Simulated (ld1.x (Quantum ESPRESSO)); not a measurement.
Which change was made? (Pb, TM semilocal)

lead (Pb), norm-conserving Troullier–Martins (semilocal form), made with ld1.x (Quantum ESPRESSO) 7.5 (PBE, scalar-relativistic). Core [Xe], reference 4f14 5d10 6s2 6p1 (charge +1). Waves: 6s (bound): rc 1.65 bohr; 6p (bound): rc 2.50 bohr; 4f (bound): rc 0.95 bohr; 5d (bound): rc 1.60 bohr. Local part: the d channel. Core correction: none.

Cutoffs, loose and tight: the cutoffs (Ry, on a coarse ladder) from which the occupation-weighted sum of valence levels, in a spherical-Bessel basis at the reference potential, stays within 10 and 1 mRy of its value at 400 Ry. They do not see the model core or the augmentation charge, which bear on the density cutoff. Test errors are all-electron minus pseudo excitation energies from the reference, over the configurations 4f14 5d10 6s2 6p2; 4f14 5d10 6s2 6p0; 4f14 5d10 6s1 6p0; 4f14 5d10 6s0 6p0; 4f14 5d9 6s2 6p2; 4f14 5d9 6s2 6p3; 4f14 5d10 6s1 6p3; variants that change the core or the reference have their own tests.

The base gives: outcome: generated; bound ghosts: not determined; largest test error (meV): -128.

Q: After one change the result is: outcome: generated; cutoff, loose: 21 Ry; cutoff, tight: 35 Ry; bound ghosts: none; largest test error (meV): +179. Which change was it?
A. core [Xe] 4f14 5d10, valence charge 4; reference 6s1.75 6p2.25; waves now 6s (bound): rc 2.00 bohr; 6p (bound): rc 2.75 bohr; local potential the p channel
B. wave 6p (bound): rc 2.50 bohr becomes 6p (bound): rc 3.78 bohr
C. reference 4f14 5d10 6s2 6p2
D. core correction a·sin(br)/r model core inside 1.02 bohr

A: A. The others give: core correction a·sin(br)/r model core inside 1.02 bohr → outcome: generated; bound ghosts: not determined; largest test error (meV): -162 | wave 6p (bound): rc 2.50 bohr becomes 6p (bound): rc 3.78 bohr → outcome: generated; bound ghosts: not determined; largest test error (meV): -46 | reference 4f14 5d10 6s2 6p2 → outcome: generated; bound ghosts: not determined; largest test error (meV): -952. In the semilocal form every listed channel keeps its own potential, so the choice of the local channel does not act on these tests. It acts once the file is put into the separable form.
